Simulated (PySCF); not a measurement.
Working out the excitation energy of Ge

Ge [Ar] 3d10 4s2 4p2 (3P) → Ge [Ar] 3d10 4s2 4p1 5s1 (3P). All numbers are calculated (PySCF 2.14, a scalar-relativistic core potential, in aug-cc-pVDZ-PP with ECP10MDF (5s4p3d, 32 functions)). Frozen: 3s2 3p6 3d10. Energies in hartree (1 hartree = 27.21139 eV):

```tsv
part	Ge (lower)	Ge (upper)
UHF	-293.341749	-293.172706
CCSD correlation	-0.057237	-0.055085
(T)	-0.000901	-0.001001
```

What does Hartree-Fock give?

(-293.172706) − (-293.341749) = 0.169043 hartree = 4.600 eV.

What do CCSD and CCSD(T) give?

The CCSD correlation energies differ by 0.002152 hartree = 0.059 eV and the triples by -0.000100 hartree = -0.003 eV, so CCSD gives 4.659 eV and CCSD(T) 4.656 eV.

Measured between the centres of the two terms (NIST): 4.648 eV, so CCSD(T) (valence) is off by 0.008 eV.

A double-zeta basis recovers only part of the correlation energy.

What remains against the reference includes basis incompleteness, the frozen core and higher excitations.
